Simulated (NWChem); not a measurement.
## H₃Al

SMILES: [AlH3]
```xyz
4

Al     0.0000     0.0000     0.0000
H      0.0000     0.0000     1.6008
H      1.3863     0.0000    -0.8004
H     -1.3863     0.0000    -0.8004
```
Charge 0, spin multiplicity 1.

The numbers come from NWChem runs, not from measurements. All single points use one geometry, from PBE/def2-SVP, a minimum by its harmonic frequencies.

Symmetry labels belong to the abelian group C2v used in the runs, with the axes of the coordinates shown; states degenerate in a higher group split over its labels.

The structure started from a generated list of species.

**Question.** List the lowest 3 singlet excitations that CIS/aug-cc-pVDZ gives, with oscillator strengths.

**Answer.** 
```
state  symmetry  energy (eV)  wavelength (nm)      f
-----  --------  -----------  ---------------  -----
1            b2         6.19              200  0.000
2            a2         6.19              200  0.000
3            b1         8.72              142  0.000
```
